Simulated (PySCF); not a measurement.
Runs that did not reach their result, on `BNC1CC1` (driver script around PySCF, density fitting, GFN2-xTB geometry as the base; each input is a line of settings and coordinates in Å).

Command:
```bash
OMP_NUM_THREADS=1 python probes_run.py task.json out
```
Input:
```
{"job": {"kind": "nmr", "xc": "wB97X", "basis": "pcSseg-1", "pop": false, "scf": {"max_cycle": 5}}, "charge": 4, "multiplicity": 1}
B      2.290677     0.111219     0.087731
N      0.987519     0.123589    -0.361388
C     -0.193337    -0.088431     0.404802
C     -1.448985     0.668915     0.079946
C     -1.366980    -0.805197    -0.199398
H      3.149530     0.310871    -0.683170
H      2.501746    -0.095377     1.221474
H      0.776409     0.297196    -1.334571
H      0.031517    -0.272383     1.446951
H     -2.073862     1.007088     0.891583
H     -1.429551     1.344148    -0.762492
H     -1.935502    -1.480602     0.420527
H     -1.293571    -1.120550    -1.229723
```

Output:
```
final grid: 98800 points
cycle   1  E = -195.0292299901  dE =  4.503e+00  |g| = 1.340e+00  |ddm| = 2.888e+00
cycle   2  E = -192.4620260402  dE =  2.567e+00  |g| = 2.556e+00  |ddm| = 2.572e+00
cycle   3  E = -195.3678680359  dE = -2.906e+00  |g| = 8.095e-01  |ddm| = 2.396e+00
cycle   4  E = -195.6331106644  dE = -2.652e-01  |g| = 4.908e-01  |ddm| = 1.186e+00
cycle   5  E = -195.6866363087  dE = -5.353e-02  |g| = 1.959e-01  |ddm| = 3.569e-01
SCF not converged, last energy = -195.6866363087
```

Time: 2.4 s of wall time; peak memory 0.59 GiB. Hardware: AMD EPYC 9R14, one thread (shared host).

**Question.** Diagnose the run.

**Answer.** The cap of 5 cycles ended the SCF with an orbital gradient of 2.0e-01, before the energy threshold of 1e-09 Eh and the gradient threshold (its square root) were both met. The charge was set to +4 in place of 0. Raise the cap, and go back to the molecule's own charge. Its energy and orbitals aren't self-consistent and shouldn't be used.

Input:
```
{"job": {"kind": "nmr", "xc": "PBE0", "basis": "STO-3G", "pop": true, "grid": 0, "scf": {"max_cycle": 66}}, "charge": 1, "multiplicity": 1}
(coordinates as above)
```

Output:
```
RuntimeError: Electron number 37 and spin 0 are not consistent
Note mol.spin = 2S = Nalpha - Nbeta, not 2S+1
```

**Question.** What went wrong, and what mends it?

**Answer.** 37 electrons can't have multiplicity 1: an even count needs an odd multiplicity, an odd count an even one. Mend the charge or the multiplicity. The run gave no result.

The values belong to the conformer `[BH2:1][NH:2][CH:3]1[CH2:4][CH2:5]1`: B1–N2–C3–C4 145°.
